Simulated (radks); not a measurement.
Task: Charge is removed step by step from the 4d down level of Sb+, starting from [Kr] 4d(up 5, down 5) 5s2 5p2. All-electron calculation, non-relativistic Kohn-Sham, PBE, spin-polarised, spherical densities, point nucleus; open shells are filled with parallel spins first (spin-orbit coupling, left out, can overturn this in heavy ions); relativity is left out, which matters for an element this heavy. Program: a radial shooting solver on a logarithmic mesh with Libxc functionals. At the starting occupation the eigenvalue is -43.470 eV. Estimate the energy to remove one whole electron from this level, the eigenvalue at the end, and how far E(n) bends from a straight line.

Result: Delta-SCF 51.379 eV; final eigenvalue -59.544 eV; the deviation from the straight line is -2.010 eV at 0.5 electron removed, the largest on the grid computed. Slater's transition state (half an electron removed) gives 51.316 eV. Integrating minus the eigenvalue over the occupation (Janak's theorem) gives 51.379 eV. The mean slope of the eigenvalue, de/dn, is 16.1 eV per electron.
